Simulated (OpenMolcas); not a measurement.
# Ne5+: RASPT2 settings compared

* Program: OpenMolcas 26.06
* Basis: ANO-R3 [4s4p2d1f]
* Scalar Hamiltonian: X2C, finite nucleus
* Active space: 3 electrons in 9 orbitals (RAS2 2s 2p; RAS3 3d, at most 2 electrons)
* State averaging: 2S+1 = 2 odd, 3 roots; 2S+1 = 2 even, 5 roots; 2S+1 = 4 even, 3 roots kept (CI in the orbitals of an earlier block)
* Spin-orbit coupling: RASSI with atomic mean-field integrals over the reference wave functions, term energies averaged over their components

Methods on the same reference wave functions:
A. RASSCF
B. SS-RASPT2, IPEA 0.4 Eh, imaginary shift 0.25 Eh (closed shells correlated: 1s)
C. SS-RASPT2, IPEA 0.5 Eh, sigma1 regulariser 0.3 Eh (closed shells correlated: none)
D. XMS-RASPT2, IPEA 0.15 Eh, real shift 0.05 Eh (closed shells correlated: 1s)

Energies in cm-1 above 2s2 2p 2P* 1/2, the measured ground level; measured values from NIST levels in Podobedova, Fuhr, Reader and Wiese, J. Phys. Chem. Ref. Data 33, 525 (2004).

| Level | A | B | C | D | Measured |
| --- | --- | --- | --- | --- | --- |
| 2s2 2p 2P* 1/2 | 0.0 | 0.0 | 0.0 | 0.0 | 0.0 |
| 2s2 2p 2P* 3/2 | 1234 | 1234 | 1234 | 1234 | 1310 |
| 2s 2p2 4P 1/2 | 99276 | 99296 | 99598 | 99258 |  |
| 2s 2p2 4P 3/2 | 99695 | 99715 | 100017 | 99677 |  |
| 2s 2p2 4P 5/2 | 100391 | 100411 | 100713 | 100373 |  |
| 2s 2p2 2D 3/2 | 182014 | 179857 | 180374 | 179778 | 179021 |
| 2s 2p2 2D 5/2 | 182019 | 179863 | 180379 | 179784 | 178992 |

Deviations, from unrounded energies. A percentage is the sum of absolute deviations over the sum of measured energies, with the sign that they share, or ± where signs differ.

```
                  Against measurement  Levels     A     B     C     D
       mean absolute deviation (cm-1)       3  2000   590   940   540
fine structure of the ground term (%)       1  -5.8  -5.8  -5.8  -5.8
             other configurations (%)       2  +1.7  +0.5  +0.8  +0.4
```

D lies closest to measurement on these levels and A furthest from it. The largest miss of D in the table is 2s 2p2 2D 5/2, by +790 cm-1. The ranking rests on the paired levels alone, and a cruder setting can come out closer through cancelling errors.

Among B to D the level of the table that moves most is 2s 2p2 2D 3/2, by 600 cm-1 (lowest in D, highest in C).

The lowest spin-free term lies below A's lowest term by 0.020 hartree in B, 0.011 hartree in C, 0.020 hartree in D.

Terms from blocks run as CI alone lack orbitals of their own. Active for correlation alone: 3d; no level in the range computed is led by a configuration that fills it, so any true level of that kind is missing. Measured partners are found by configuration, term and J. A level has none where our copy of the source lacks it or the pairing is in doubt (some pairs that miss far off the trend of their configuration count as doubtful), and it then counts in no deviation. Only configurations of the active space appear.

* marks odd parity.
